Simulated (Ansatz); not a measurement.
`N#[C][In]([Cl])[Cl]` and `[SiH3][In]([Cl])[Cl]` differ in one atom or group.

Ansatz, PBE0-D4/def2-TZVP geometries, multiplicity 1. 

Elements past krypton have def2 core potentials.

```json
{"property": "LUMO energy (PBE/def2-TZVPP) / eV", "`N#[C][In]([Cl])[Cl]`": "-3.51"}
{"property": "HOMO–LUMO gap (PBE0/def2-TZVPP) / eV", "`N#[C][In]([Cl])[Cl]`": "7.01"}
{"property": "size of the dipole moment (B3LYP/def2-TZVPP) / D", "`N#[C][In]([Cl])[Cl]`": "1.84"}
{"property": "size of the dipole moment (ωB97M-V/def2-TZVPP) / D", "`N#[C][In]([Cl])[Cl]`": "1.82"}
{"property": "HOMO energy (B3LYP/def2-TZVPP) / eV", "`N#[C][In]([Cl])[Cl]`": "-9.38"}
{"property": "HOMO energy (PBE0/def2-TZVPP) / eV", "`N#[C][In]([Cl])[Cl]`": "-9.67"}
```

Give the same properties after the change, and the shifts. (An estimate is asked.)

Computed: 
```csv
property,`[SiH3][In]([Cl])[Cl]`,shift
LUMO energy (PBE/def2-TZVPP) / eV,-2.84,0.67
HOMO–LUMO gap (PBE0/def2-TZVPP) / eV,6.15,-0.86
size of the dipole moment (B3LYP/def2-TZVPP) / D,3.88,2.04
size of the dipole moment (ωB97M-V/def2-TZVPP) / D,3.87,2.05
HOMO energy (B3LYP/def2-TZVPP) / eV,-8.06,1.32
HOMO energy (PBE0/def2-TZVPP) / eV,-8.30,1.37
```

With PBE0 the HOMO rises by 1.37 eV and the LUMO rises by 0.50 eV, so the gap narrows by about 0.87 eV. PBE moves the HOMO by 1.11 eV and ωB97M-V by 1.63 eV. Dipoles are sizes alone; their direction can turn.

B3LYP here is the variant with VWN-RPA as its local correlation; programs differ in this.
